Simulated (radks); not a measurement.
Numerical settings for neutral silver, [Kr] 4d10 5s1. Calculated with a radial shooting solver on a logarithmic mesh with Libxc functionals: Dirac Kohn-Sham, PBEsol, spin-unpolarised, spherical densities, finite nucleus; Fermi nuclear charge, rms radius 4.5454 fm. The defaults (mesh step 0.008 in ln r, mesh end at 40 bohr or more with all orbitals vanishing there, Anderson mixing 0.5 over 9 steps, residual threshold near 1e-9 with the energy settled to 1e-9 hartree or 1e-11 of itself, here a cap of 93 iterations) give E = -5314.5983 hartree and 5s1/2 at -4.422 eV in 15 iterations. Run on one thread of a shared host, so times are rough (Intel(R) Xeon(R) Platinum 8559C): 0.12 s of CPU time, 0.12 s wall, 15 iterations on 2437 mesh points. Changes against that run (0 stands for a change within the tolerance of the run):

| setting | iterations | converged | E (mhartree) | e(5s1/2) (meV) | CPU (s) |
|---|---|---|---|---|---|
| mesh step in ln r 0.12 | 2 | no | diverged | - | 0.01 |
| mesh step in ln r 0.012 | 15 | yes | 0 | 0 | 0.08 |
| mesh step in ln r 0.03 | 15 | yes | +0.00147 | 0 | 0.04 |
| mesh end (bohr) 2 | 13 | level above zero | +1.04e+04 | +1.15e+05 | 0.08 |
| mesh end (bohr) 12 | 15 | yes | +0.0276 | +3.32 | 0.12 |
| residual threshold 0.001 | 10 | yes | 0 | +0.695 | 0.1 |
| residual threshold 1e-16 | 93 | no | 0 | 0 | 0.37 |
| mixing 2.5 | 17 | yes | 0 | 0 | 0.14 |
| linear mixing, mixing 0.05 | 93 | no | +0.00354 | -26.1 | 0.6 |
| linear mixing, mixing 0.8 | 93 | no | +1.04e+04 | -1.06e+05 | 1.6 |
| mixing history 3 | 20 | yes | 0 | 0 | 0.14 |
| iteration cap 8 | 8 | no | +0.000924 | -5.22 | 0.08 |

Settled on a wrong energy, with an occupied level pushed above zero by the early mesh end: mesh end (bohr) 2 (+10.4 hartree). Apart from these: no run marked as converged misses the energy by more than 1 mhartree. A mesh that ends early acts as a hard wall.
